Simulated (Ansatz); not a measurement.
Relaxation of Cl₃H₅HfOSi (11 atoms, charge 0, multiplicity 1), to a largest force component of 0.03 eV/Å in at most 50 steps.

These are results of RKS PBE0/def2-SVP in Ansatz, not measurements.

```xyz
11
Properties=species:S:1:pos:R:3
Hf 0.544 -0.210 -0.660
O -0.448 -0.221 2.442
Si -1.568 -0.638 3.618
H -2.421 -1.784 3.183
H -0.877 -1.012 4.889
H -2.414 0.567 3.827
Cl 2.140 -0.452 -2.331
Cl 0.034 2.055 -0.428
Cl -1.238 -1.664 -1.048
H 1.444 -0.851 0.820
H 0.371 -0.758 2.343
```

**Question.** Where does it end, and by what steps?

**Answer.** The forces met the threshold. The force dipped under the threshold on the way, but the program's further checks kept it going. After 15 steps the energy has fallen by 0.663 eV; H6 moved furthest, 1.33 Å. Joined: Hf1–O2.

```json
{"step": "0", "energy less start (eV)": "0.0000", "largest force component (eV/Å)": "0.775", "accepted": "yes"}
{"step": "1", "energy less start (eV)": "-0.1411", "largest force component (eV/Å)": "0.656", "accepted": "yes"}
{"step": "2", "energy less start (eV)": "-0.3412", "largest force component (eV/Å)": "0.892", "accepted": "yes"}
{"step": "3", "energy less start (eV)": "-0.5082", "largest force component (eV/Å)": "0.679", "accepted": "yes"}
{"step": "4", "energy less start (eV)": "-0.5443", "largest force component (eV/Å)": "0.994", "accepted": "yes"}
{"step": "5", "energy less start (eV)": "-0.5801", "largest force component (eV/Å)": "0.695", "accepted": "yes"}
{"step": "6", "energy less start (eV)": "-0.6009", "largest force component (eV/Å)": "0.571", "accepted": "yes"}
{"step": "7", "energy less start (eV)": "-0.6179", "largest force component (eV/Å)": "0.315", "accepted": "yes"}
{"step": "8", "energy less start (eV)": "-0.6329", "largest force component (eV/Å)": "0.084", "accepted": "yes"}
{"step": "9", "energy less start (eV)": "-0.6410", "largest force component (eV/Å)": "0.235", "accepted": "yes"}
{"step": "10", "energy less start (eV)": "-0.6474", "largest force component (eV/Å)": "0.170", "accepted": "yes"}
{"step": "11", "energy less start (eV)": "-0.6535", "largest force component (eV/Å)": "0.218", "accepted": "yes"}
{"step": "12", "energy less start (eV)": "-0.6585", "largest force component (eV/Å)": "0.112", "accepted": "yes"}
{"step": "13", "energy less start (eV)": "-0.6547", "largest force component (eV/Å)": "0.204", "accepted": "no"}
{"step": "14", "energy less start (eV)": "-0.6624", "largest force component (eV/Å)": "0.025", "accepted": "yes"}
{"step": "15", "energy less start (eV)": "-0.6630", "largest force component (eV/Å)": "0.011", "accepted": "yes"}
```

```xyz
11
Properties=species:S:1:pos:R:3
Hf 0.365 -0.179 -0.019
O -0.075 -0.560 2.194
Si -1.541 -0.692 3.099
H -2.060 -2.079 3.002
H -1.162 -0.365 4.502
H -2.464 0.314 2.527
Cl 1.287 -0.363 -2.163
Cl 0.295 2.138 0.393
Cl -1.674 -1.389 -0.253
H 1.846 -0.983 0.735
H 0.749 -0.808 2.635
```

Run time: 52 s on 4 threads of Arm Neoverse V2, on a shared host, peak memory 0.42 GiB.
